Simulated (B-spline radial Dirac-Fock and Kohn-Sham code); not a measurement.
**What relativity does to the binding energies of Pr³²⁺**

System: the Pr³²⁺ ion, [Ar] 3d9.

Both columns are ΔSCF binding energies of the configuration average from a radial finite-basis atomic code: non-relativistic Hartree-Fock with a point nucleus, and Dirac-Fock with a finite nucleus and the Coulomb interaction alone, averaged over the two j levels with weights 2j+1.

```
shell  Hartree-Fock (eV)  Dirac-Fock (eV)  shift (eV)  shift (%)
   1s            41343.1          43459.9    +2116.82      +5.12
   2s             7577.3           8124.7     +547.35      +7.22
   2p             7231.2           7409.4     +178.17      +2.46
   3s             2538.0           2675.7     +137.67      +5.42
   3p             2388.4           2441.9      +53.50      +2.24
   3d             2124.9           2122.6       -2.29      -0.11
```

Relativity binds 1s, 2s, 2p, 3s, 3p more strongly, among those listed most of all 2s in relative terms, and 3d more weakly, because the contracted s and p shells screen the nucleus better.

Values without a named source are computed, but for edge energies of neutral atoms, which are taken from tables.
